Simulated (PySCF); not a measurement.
Isomers of C6H9F, one conformer each. Theory: core-valence-separated Tamm–Dancoff BHandHLYP/aug-pcX-1 (pcseg-1 on H) in PySCF, non-relativistic, gas phase, PBE0-D3(BJ)/def2-SVP geometry. Absolute energies from this functional tend to lie a few eV below measured edges; no shift was applied.

P. `C(=C=C)C[C@@H](F)C`
Q. `F[C@H]1CC12CCC2`

Main lines, eV (oscillator strength):
1. C K: 285.6 (0.010), 285.6 (0.014), 285.7 (0.012), 285.8 (0.014), 285.9 (0.018); F K: 685.6 (0.026), 686.7 (0.010), 687.2 (0.003), 687.3 (0.003), 687.8 (0.004)
2. C K: 283.1 (0.065), 283.2 (0.056), 283.2 (0.064), 283.4 (0.058), 285.4 (0.008); F K: 685.5 (0.031), 686.3 (0.005)
Listed: the first five lines at most of each edge with a tenth or more of its strongest line's intensity; roots within 0.03 eV on the same or equivalent atoms are summed. Only the lowest roots were sought, and the top ones are left out.

Task: Which spectrum belongs to which isomer?

Result: 1 = Q, 2 = P.
- P: first C line listed at 283.1 eV, hole on the central carbon of cumulated double bonds; first F line listed at 685.5 eV, hole on the alkyl fluorine.
- Q: first C line listed at 285.6 eV, hole on the four-membered-ring carbon; first F line listed at 685.6 eV, hole on the alkyl fluorine.

Task: What are the ground-state energies of the isomers at BHandHLYP/aug-pcX-1 (pcseg-1 on H), relative to the lowest?

Result: P 0.0, Q 30.0 kJ/mol (electronic energies on these geometries, no dispersion or zero-point terms).
